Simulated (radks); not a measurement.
The phosphorus anion P3-, [Ar], held by a Watson sphere: a shell of charge +3 at radius R that stands for the Madelung well of a crystal (potential energy -3/R inside, -3/r outside, in hartree with lengths in bohr). Calculated with a radial shooting solver on a logarithmic mesh with Libxc functionals: scalar-relativistic Kohn-Sham, r2SCAN, spin-polarised, spherical densities, finite nucleus; meta-GGA in the generalised Kohn-Sham scheme; Fermi nuclear charge, rms radius of each element as measured or else 0.836 A^(1/3) + 0.57 fm.

| R (bohr) | e(2p) (eV) | e(3s) (eV) | e(3p) (eV) | <r> 3p (bohr) | sum of <r^2> (bohr^2) | X-ray form factor at sin(theta)/lambda = 0.2 1/angstrom |
|---|---|---|---|---|---|---|
| 2.15 | -123.23 | -16.854 | -8.153 | 2.291 | 47.93 | 10.740 |
| 2.66 | -123.14 | -15.047 | -7.022 | 2.498 | 56.02 | 10.407 |
| 3.13 | -123.17 | -13.711 | -6.040 | 2.681 | 63.79 | 10.239 |
| 3.22 | -123.16 | -13.490 | -5.865 | 2.716 | 65.31 | 10.219 |
| 3.7 | -123.08 | -12.480 | -5.012 | 2.896 | 73.58 | 10.160 |
| 4.03 | -122.99 | -11.933 | -4.508 | 3.017 | 79.50 | 10.153 |
| 4.06 | -122.98 | -11.889 | -4.465 | 3.028 | 80.05 | 10.153 |
| 4.13 | -122.96 | -11.788 | -4.368 | 3.054 | 81.35 | 10.154 |
